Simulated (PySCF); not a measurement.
CH3Cl2Ga, SMILES [Ga]([CH3])([Cl])[Cl]. Atoms are numbered in the order given.

```xyz
7

Ga     0.2298    -0.0867     0.1526
Cl    -1.5526    -1.2912    -0.0732
Cl     0.1254     1.8292    -0.8464
C      1.8029    -0.6796     1.1525
H      2.2588     0.1797     1.6798
H      2.5411    -1.0884     0.4338
H      1.5217    -1.4703     1.8728
```
Charge 0, spin multiplicity 1.

Geometry optimised at PBE-D3(BJ)/def2-SVP. The structure was generated by enumeration; whether it is a known compound was not checked.

Method: PySCF with PBE0/pcSseg-1.

GIAO shieldings, no solvent; atoms listed in one row are averaged. δ = σ(ref) − σ: ³⁵Cl against HCl (σ = 945.9 ppm); ¹³C against TMS (σ = 186.3 ppm); ¹H against TMS (σ = 31.56 ppm), references at their B3LYP-D3(BJ)/def2-TZVP geometries, non-relativistic (without spin–orbit terms, shifts of atoms bonded to Cl or Br come out too high).

| nucleus | atoms | count | δ (ppm) |
|---|---|---|---|
| ³⁵Cl | Cl2 | 1 | 122.3 |
| ³⁵Cl | Cl3 | 1 | 119.4 |
| ¹³C | C4 | 1 | 5.7 |
| ¹H | H5, H6, H7 | 3 | 1.26 |
